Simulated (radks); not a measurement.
Q: Sr XV, configuration [Ar] 3d5 4f1 (not the ground configuration). Calculated with a radial shooting solver on a logarithmic mesh with Libxc functionals: Dirac Kohn-Sham, BLYP, spin-unpolarised, spherical densities, point nucleus; open shells are shared between the two j in proportion to 2j + 1. Some entries of the table are withheld. Estimate them.

orbital,occ.,eigenvalue (hartree),<r^2> (bohr^2)
1s1/2,2,(1),(2)
2s1/2,2,-95.01128,0.03478
2p1/2,2,-87.95141,(3)
2p3/2,4,-85.42567,(4)
3s1/2,2,-25.94636,0.2466
3p1/2,2,-23.39542,0.2414
3p3/2,4,-22.93985,0.2499
3d3/2,2,-18.61878,(5)
3d5/2,3,-18.52995,(6)
4s1/2,0,-11.09327,1.118
4p1/2,0,-10.17384,1.183
4p3/2,0,-10.05209,1.212
4f5/2,0.428571,-7.07834,(7)
4f7/2,0.571429,-7.07456,(8)

A: 
(1) 1s1/2 eigenvalue (hartree): -601.4152
(2) 1s1/2 <r^2> (bohr^2): 0.002067
(3) 2p1/2 <r^2> (bohr^2): 0.02650
(4) 2p3/2 <r^2> (bohr^2): 0.02788
(5) 3d3/2 <r^2> (bohr^2): 0.2195
(6) 3d5/2 <r^2> (bohr^2): 0.2219
(7) 4f5/2 <r^2> (bohr^2): 1.322
(8) 4f7/2 <r^2> (bohr^2): 1.325
